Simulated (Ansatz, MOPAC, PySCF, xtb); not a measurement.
Dimer: NH3 (SMILES N) (first 4 atoms) with CH3Cl (SMILES CCl); geometry from B3LYP-D3(BJ)/def2-TZVP, rigid monomers moved along the line of their centres of mass till N1···H7 is 2.26 Å.
(charge 0, multiplicity 1):
```xyz
9

N      0.2794     0.0828     0.0081
H      0.4386     0.8648    -0.6166
H      0.1386    -0.7398    -0.5668
H     -0.5888     0.2603     0.5029
C      0.6739     0.0967     3.1321
Cl    -1.0940     0.4218     2.9963
H      1.0630    -0.0021     2.1224
H      1.1268     0.9346     3.6533
H      0.8006    -0.8205     3.6991
```

Counterpoise-corrected where a basis set is named; no monomer relaxation. Rows marked so take none.

Correlated levels freeze the cores. Rows in 6-311+G**, 6-31G* carry no dispersion term and start afresh at each structure (6-31G* with six Cartesian d functions). The state that PM3 reach isn't checked.

Run with Ansatz (a quantum-chemistry and plane-wave program) with Gaussian orbitals; MOPAC for PM3 (differences of heats of formation); PySCF for 6-311+G** rows, 6-31G* rows, the dispersion terms; xtb for the GFN methods. Values without a source in brackets are computed.

| level | interaction energy (kcal/mol) |
|---|---|
| PM3 | 0.01 |
| GFN1-xTB | -2.69 |
| BP86/6-31G* (no counterpoise) | -2.92 |
| B3LYP/6-31G* | -1.86 |
| B3LYP/6-311+G** (no counterpoise) | -1.63 |
| PBE0-D4/def2-TZVPPD | -2.79 |
| wB97X-V/def2-TZVPPD | -2.36 |
| MP2/aug-cc-pV(D+d)Z | -1.74 |
| CCSD/aug-cc-pV(D+d)Z | … |

Problem. Complete the blanks.

Solution. 
- CCSD/aug-cc-pV(D+d)Z, interaction energy (kcal/mol): -1.15
